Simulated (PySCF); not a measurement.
A structure optimised at B3LYP-D3(BJ)/def2-TZVP, used in a PySCF frequency run:

```
Zn
H 1 1.5308
I 1 2.4463 2 180.00
```
Charge 0, spin multiplicity 1.

Question: Write its SMILES, formula and point group.

Answer: [ZnH][I], HIZn, C∞v

Question: What are its rotational constants (standard atomic weights)?

Answer: 1.8848 GHz (linear rotor, B only)
